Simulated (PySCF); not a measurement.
CH₆AlFSi, SMILES [CH3][Al]([F])[SiH3].

The structure is a stationary point at r2SCAN-D4/def2-SVP. A frequency run showed that this geometry is not a minimum. The structure was generated by enumeration; whether it is a known compound was not checked.

Method: PySCF 2.14.0 with r2SCAN-D4/def2-SVP.

Frequencies are harmonic and unscaled.

```csv
mode,ν (cm⁻¹),IR (km/mol),Raman (Å⁴/amu),depolarisation,moving atoms (share of kinetic energy)
1,35i,0.0,0.1,0.75,H 98 %
2,24,0.0,0.0,–,H 94 %
3,115,3.3,1.5,0.52,"H 26 %, C 23 %, F 20 %, Al 18 %, Si 14 %"
4,179,22.8,0.2,0.69,"Al 53 %, H 25 %, F 15 %"
5,186,18.6,3.1,0.47,"F 46 %, H 17 %, Si 17 %, C 14 %"
6,364,10.9,23.7,0.13,"Si 41 %, Al 26 %, C 13 %, H 12 %"
7,409,3.7,0.9,0.67,"H 86 %, Si 9 %"
8,451,7.1,7.8,0.69,"H 82 %, Si 12 %"
9,608,32.7,5.7,0.75,"H 73 %, C 17 %, Al 8 %"
10,647,40.9,7.0,0.17,"C 37 %, H 27 %, Al 25 %, F 10 %"
11,676,136.7,1.0,0.74,"H 60 %, C 22 %, Al 16 %"
12,840,176.5,4.2,0.69,"H 56 %, Al 19 %, F 19 %"
13,862,62.4,2.0,0.69,"H 38 %, F 29 %, Al 28 %"
14,928,44.9,29.6,0.75,H 97 %
15,933,37.3,28.2,0.75,H 98 %
16,1201,28.5,7.3,0.13,"H 79 %, C 21 %"
17,1415,3.1,12.7,0.75,H 96 %
18,1420,2.3,8.1,0.75,H 95 %
19,2191,54.0,234.0,0.02,H 99 %
20,2199,79.4,149.2,0.65,H 96 %
21,2203,91.2,124.0,0.75,H 96 %
22,3022,1.9,158.0,0.01,H 97 %
23,3116,2.0,113.8,0.75,"H 91 %, C 9 %"
24,3138,3.5,85.4,0.74,"H 91 %, C 9 %"
```
